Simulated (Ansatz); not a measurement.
Geometry optimisation, RKS B3LYP/def2-SVP in Ansatz.

Input file:

```yaml
crystal:
  periodic: [false, false, false]
  atoms:
    - { symbol: B, position_ang: [-0.8598, -0.9529, 0.7441] }
    - { symbol: "N", position_ang: [-0.342, 0.7498, 1.0224] }
    - { symbol: H, position_ang: [-1.9103, -0.9251, 0.2345] }
    - { symbol: H, position_ang: [-0.6674, -1.5827, 1.7151] }
    - { symbol: H, position_ang: [0.5259, -0.4287, -1.1041] }
    - { symbol: O, position_ang: [0.2585, -1.5094, -0.4747] }
    - { symbol: H, position_ang: [0.2154, 1.0716, -0.1549] }
    - { symbol: "N", position_ang: [0.7307, 0.8656, -1.3743] }
    - { symbol: H, position_ang: [0.3097, 0.8009, 1.7914] }
    - { symbol: H, position_ang: [-1.1586, 1.3051, 1.2255] }
    - { symbol: H, position_ang: [1.0495, -1.7143, 0.0217] }
    - { symbol: H, position_ang: [0.1547, 1.1954, -2.1312] }
    - { symbol: H, position_ang: [1.6939, 1.1248, -1.5154] }
basis:
  gaussian: { orbitals: def2-SVP }
hamiltonian:
  xc: b3lyp
relax:
  f_tol: 0.15
  max_steps: 25
  restrain:
    - { distance: [0, 5], at: 2.8, k: 30.0 }
    - { distance: [4, 7], at: 2.32, k: 30.0 }
    - { distance: [6, 1], at: 2.32, k: 30.0 }
    - { distance: [0, 1], at: 1.55, k: 30.0 }
    - { distance: [4, 5], at: 0.97, k: 30.0 }
    - { distance: [6, 7], at: 1.02, k: 30.0 }
```

Launched with:

```bash
$ ansatz run input.yaml --threads 2 --pin off --max-ram 3072MiB --backend cpu --events-out ev --progress --plain --runs-dir out
```

Task: Where does it end, and by what steps?

Result: It converged. The restraints hold the end off the free minimum. After 9 steps the energy has fallen by 0.553 eV (the restraints' own energy left out); N8 moved furthest, 0.65 Å. Parted: B1–O6. Joined: H5–O6, H7–N8.

```
step  energy less start (eV)  largest force component (eV/Å)  accepted
   0                  0.0000                           2.676       yes
   1                  0.0995                           2.962       yes
   2                 -0.0510                           3.286       yes
   3                 -0.2122                           2.006       yes
   4                 -0.4142                           2.012       yes
   5                 -0.4083                           2.160        no
   6                 -0.4936                           2.072       yes
   7                 -0.5414                           2.165       yes
   8                 -0.5507                           2.216       yes
   9                 -0.5531                           2.178       yes
```

```xyz
13
Properties=species:S:1:pos:R:3
B -1.132 -0.782 1.185
N -0.633 0.589 1.386
H -2.121 -0.933 0.523
H -0.567 -1.680 1.759
H 0.654 -0.775 -1.090
O 0.500 -1.713 -0.891
H 0.476 1.177 -0.567
N 0.821 1.506 -1.470
H 0.106 0.812 2.044
H -1.133 1.403 1.049
H 1.050 -1.871 -0.112
H 0.219 1.124 -2.200
H 1.762 1.143 -1.617
```

Whether the end is a true minimum wasn't checked by a vibrational analysis.

Run time: 26 s on 2 threads of Arm Neoverse V1, with other jobs on the host, peak memory 0.2 GiB.
